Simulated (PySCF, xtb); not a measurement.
VF₄, SMILES [V+]([F])([F])([F])[F], charge +1, multiplicity 1.

GFN2-xTB (xtb) at its own geometry gives an orbital gap of 4.21 eV.

Geometry: B3LYP-D3(BJ)/def2-SVP. The spin state was assumed, not searched. The isomer is the one that the SMILES or the coordinates give; other isomers of the formula were not compared.

Problem. What does M06-2X/def2-TZVP (PySCF) give? (An estimate is asked for; the answer gives what the named calculation found.)

Solution. gap 11.15 eV (levels -22.53 and -11.37 eV).
